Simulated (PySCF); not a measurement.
# Polarisability and C₆ of Au+ (gold, charge +1)

[Xe] 4f14 5d10, closed-shell 1S. Calculation: PySCF 2.14, in aug-cc-pV5Z-PP with ECP60MDF (8s8p7d5f4g3h2i, 197 functions); scalar relativity through the core potential. Coupled (time-dependent) response in atomic units; α is the mean over directions.

```tsv
method	mean α (bohr³)	C₆ (like pair)	S(−4)
revPBE	14.39	107.2	60.46
```

S(−4) is the Cauchy moment in α(ω) = α(0) + S(−4) ω² + …

α(iu) at revPBE:

```tsv
u (hartree)	α(iu) (bohr³)
0	14.39
0.0500	14.24
0.100	13.83
0.200	12.52
0.300	11.05
0.500	8.611
0.750	6.537
1.00	5.140
1.50	3.413
2.00	2.420
3.00	1.384
5.00	0.6123
```

For an ion, C₆ is the dispersion term alone; charge-induced terms of lower order in 1/R come first.

Energies and moments cover only the electrons outside the core potential. Spin-orbit coupling, which splits the p, d and f shells strongly at this Z, is absent.
